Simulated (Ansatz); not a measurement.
Breaking the Sn1–H2 bond in HISn (SMILES [SnH][I]) (multiplicity 1 held, fragments rigid). Energies count from the point at 1.783 Å.
Geometry at that point (charge 0, multiplicity 1):
```xyz
3

Sn     0.45233     0.91500     0.96540
H      0.73029     2.17687    -0.26341
I     -0.44050    -0.90428    -0.90578
```

Restricted levels (R-, RO-) in cc, def2 and unpolarised 6-31G sets keep to the state of the molecule at rest. Active spaces are followed from a long bond inwards. Curves can end on different states.

Correlated levels freeze the cores. Filled d and f shells under p-block atoms count as core.

Programs: Ansatz (a program for electronic structure). Values without a source in brackets are computed. In def2 rows elements past Kr take small-core potentials, without spin–orbit coupling.

Energies in eV.

```csv
R (Å),R-CCSD(T)/def2-SVP,R-CCSDT(Q)/def2-SVP,"CASSCF(2,2)/def2-SVP","FIC-NEVPT4(SD) on CASSCF(2,2)/def2-SVP","FIC-MRCISD+Q on CASSCF(2,2)/def2-SVP"
1.427,1.19,1.20,1.25,1.20,1.19
1.605,0.23,0.23,0.26,0.23,0.23
1.783,0.00,0.00,0.00,0.00,0.00
1.961,0.13,0.13,0.10,0.13,0.13
2.140,0.43,0.43,0.37,0.42,0.43
2.407,0.97,0.97,0.87,0.95,0.97
2.675,1.47,1.46,1.35,1.44,1.47
3.120,2.06,2.06,1.92,2.03,2.07
3.566,2.31,2.37,2.21,2.34,2.38
4.101,2.30,2.52,2.34,2.48,2.52
4.814,2.14,2.56,2.38,2.53,2.57
5.706,2.02,2.57,2.39,2.54,2.57
```

Doubts at one or more of the structures used: a restricted determinant that unrestricted orbitals would lower (R-CCSD(T)/def2-SVP, R-CCSDT(Q)/def2-SVP); other coupled-cluster roots lie near (R-CCSD(T)/def2-SVP, R-CCSDT(Q)/def2-SVP); T1 above 0.05 (R-CCSD(T)/def2-SVP, R-CCSDT(Q)/def2-SVP).
